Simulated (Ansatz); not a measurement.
CH5PSSi, SMILES `C[SiH]1PS1`. Total charge 0; spin multiplicity 1.

Cartesian coordinates in Å:
```
C 1.0503 -0.7544 0.1655
Si -0.5687 0.0749 0.5441
P -1.2702 1.8519 -0.5681
S -2.1539 -0.1254 -0.8254
H 1.0097 -1.8102 0.4443
H 1.2694 -0.6824 -0.9008
H 1.8616 -0.2845 0.7270
H -0.9491 0.0006 1.9734
H -0.2492 1.7294 -1.5601
```

Question: Give the diagnostics of a CCSD(T)/def2-TZVPP run (frozen core, Ansatz 0.2.0). (An estimate is asked.)

Answer: The calculation gave: T1 = 0.0131, largest single amplitude 0.014, largest double 0.038, (T) share of the correlation energy 4.7 %, 10 CCSD cycles. The RHF solution is stable towards an unrestricted one. T1 lies under the customary mark of 0.02 for closed shells.
